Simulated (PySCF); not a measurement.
Bonds: Si1-N2, Si1-N5, Si1-N8, Si1-S11, N2-C3, N2-C4, N5-C6, N5-C7, N8-C9, N8-C10, S11-Si12. C3 carries H13, H14, H15; C4 carries H16, H17, H18; C6 carries H19, H20, H21; C7 carries H22, H23, H24; C9 carries H25, H26, H27; C10 carries H28, H29, H30; Si12 carries H31, H32, H33.

Geometry: PBE0-D3(BJ)/def2-SVP; GIAO absolute shieldings from PySCF, gas phase, non-relativistic, averaged over equivalent atoms.

At KT2/pcSseg-1 (330 basis functions):
```json
{"atoms": "Si1", "σ (ppm)": "376.2"}
{"atoms": "Si12", "σ (ppm)": "419.4"}
{"atoms": "N2/N5/N8", "σ (ppm)": "216.1"}
{"atoms": "C3/C4/C6/C7/C9/C10", "σ (ppm)": "143.8"}
{"atoms": "S11", "σ (ppm)": "759.3"}
{"atoms": "H31/H32/H33", "σ (ppm)": "26.65"}
{"atoms": "H13/H14/H15/H16/H17/H18/H19/H20/H21/H22/H23/H24/H25/H26/H27/H28/H29/H30", "σ (ppm)": "28.62"}
```

Problem. Estimate the result of repeating the calculation with PBE0/pcSseg-1.

Solution. 
```json
{"atoms": "Si1", "σ at PBE0/pcSseg-1": "364.7", "change": "-11.5"}
{"atoms": "Si12", "σ at PBE0/pcSseg-1": "407.5", "change": "-11.9"}
{"atoms": "N2/N5/N8", "σ at PBE0/pcSseg-1": "227.8", "change": "+11.7"}
{"atoms": "C3/C4/C6/C7/C9/C10", "σ at PBE0/pcSseg-1": "146.4", "change": "+2.6"}
{"atoms": "S11", "σ at PBE0/pcSseg-1": "776.3", "change": "+17.0"}
{"atoms": "H31/H32/H33", "σ at PBE0/pcSseg-1": "26.83", "change": "+0.18"}
{"atoms": "H13/H14/H15/H16/H17/H18/H19/H20/H21/H22/H23/H24/H25/H26/H27/H28/H29/H30", "σ at PBE0/pcSseg-1": "28.85", "change": "+0.23"}
```

The largest change is at S11 (sulfur bonded to 2 Si). Cost: 330 basis functions.
